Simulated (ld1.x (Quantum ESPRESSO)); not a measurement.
**Logarithmic derivatives: Cu (Z = 29), TM**

```
Element                 : Cu (Z = 29)
Generator               : ld1.x (Quantum ESPRESSO) 7.5
Type                    : norm-conserving Troullier–Martins (Kleinman–Bylander form)
Functional              : PBEsol
Relativity              : fully relativistic
Frozen core             : [Ne] 3s2
Valence charge          : 17
Reference configuration : 3p6 3d10 4s1 4p0
Partial waves           : 3p (bound): rc 1.25 bohr; 3d (bound): rc 0.95 bohr; 4s (bound): rc 1.75 bohr
Local potential         : the s channel
Core correction         : none
```

Open shells are filled in proportion to 2j + 1 (rel_dist='average').

The phase is arctan(r·u′/u) with u = r·R(r), unwrapped; energies in Ry, scanned from -7 to 5 Ry. A pole is an energy at which the radial function vanishes at the test radius. The pseudo phase is shifted by a multiple of π to meet the all-electron one at the reference energy, and phase errors are pseudo minus all-electron; the curves can meet again beyond the range given. Levels narrower than the energy grid can be missing from the lists of poles.

```csv
channel,radius (bohr),reference energy (Ry),"poles, all-electron","poles, pseudo",unbroken range about the reference energy with phases within 0.05 rad,phase error 1 Ry above the reference energy (rad)
s,1.90,-0.34,4.97,4.05,below 3.8,-0.019
p1/2,1.90,-5.42,-5.33,-5.33,below -1.7,+0.011
p3/2,1.90,-5.23,-5.13,-5.13,below -1.6,+0.011
d3/2,1.90,-0.38,0.01,0.04,below 0.9,+0.039
d5/2,1.90,-0.36,0.04,0.07,below 0.9,+0.039
```

Phases in the d3/2 channel:

```tsv
E (Ry)	all-electron	pseudo
-7.00	1.378	1.381
-6.74	1.375	1.377
-6.48	1.371	1.374
-6.22	1.367	1.370
-5.96	1.363	1.366
-5.70	1.359	1.362
-5.44	1.354	1.358
-5.18	1.349	1.353
-4.92	1.343	1.348
-4.66	1.337	1.343
-4.40	1.331	1.337
-4.14	1.324	1.330
-3.88	1.316	1.323
-3.62	1.307	1.315
-3.36	1.297	1.306
-3.10	1.286	1.296
-2.84	1.273	1.284
-2.58	1.258	1.270
-2.32	1.240	1.253
-2.06	1.217	1.232
-1.80	1.186	1.204
-1.54	1.144	1.165
-1.28	1.077	1.102
-1.02	0.954	0.985
-0.76	0.637	0.677
-0.50	-0.453	-0.440
-0.24	-1.327	-1.321
0.02	-1.579	-1.561
0.28	-1.691	-1.664
0.54	-1.761	-1.725
0.80	-1.814	-1.768
1.06	-1.861	-1.803
1.32	-1.906	-1.834
1.58	-1.954	-1.864
1.84	-2.007	-1.893
2.10	-2.070	-1.924
2.36	-2.147	-1.957
2.62	-2.246	-1.994
2.88	-2.378	-2.035
3.14	-2.558	-2.084
3.40	-2.801	-2.142
3.66	-3.106	-2.211
3.92	-3.434	-2.297
4.18	-3.725	-2.405
4.44	-3.949	-2.542
4.70	-4.113	-2.712
4.96	-4.232	-2.920
```
